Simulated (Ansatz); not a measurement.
PBE exchange is replaced step by step with exact exchange (0 % is PBE, 25 % PBE0; no dispersion term), basis def2-TZVPD, Ansatz. System: the cluster Ga₃⁻. The state is a singlet with charge -1. Geometry: PBE-D4/def2-TZVPD.

Geometry of the singlet:

```xyz
3

Ga    1.317   -0.604    0.110
Ga   -0.180    1.218   -0.763
Ga   -1.137   -0.614    0.653
```

At PBE-D4/def2-TZVPD, PBE with 5 % exact exchange/def2-TZVPD, PBE with 10 % exact exchange/def2-TZVPD, PBE with 15 % exact exchange/def2-TZVPD the highest occupied level of the charge -1 singlet lies above zero (up to 0.45 eV). By energy differences its removal costs 1.60 eV (vertical, to the charge 0 doublet, at PBE-D4/def2-TZVPD); a positive level beside a positive removal energy at the same level points to self-interaction error. The restricted singlet is unstable towards broken spin symmetry at other levels; at PBE with 5 % exact exchange/def2-TZVPD, PBE with 10 % exact exchange/def2-TZVPD, PBE with 15 % exact exchange/def2-TZVPD, PBE with 35 % exact exchange/def2-TZVPD and others this wasn't settled. At PBE0-D4/def2-TZVPD the restricted singlet is unstable: a solution with broken spin symmetry lies lower. The structure comes from a short search, and lower isomers may exist.

| exact exchange (%) | HOMO (eV) | LUMO (eV) | gap (eV) |
| --- | --- | --- | --- |
| 0 | 0.45 | 1.02 | 0.56 |
| 5 | 0.33 | 1.13 | 0.81 |
| 10 | 0.20 | 1.24 | 1.05 |
| 15 | 0.07 | 1.36 | 1.29 |
| 25 | -0.19 | 1.58 | 1.78 |
| 35 | -0.46 | 1.81 | 2.26 |
| 50 | -0.87 | 2.14 | 3.00 |
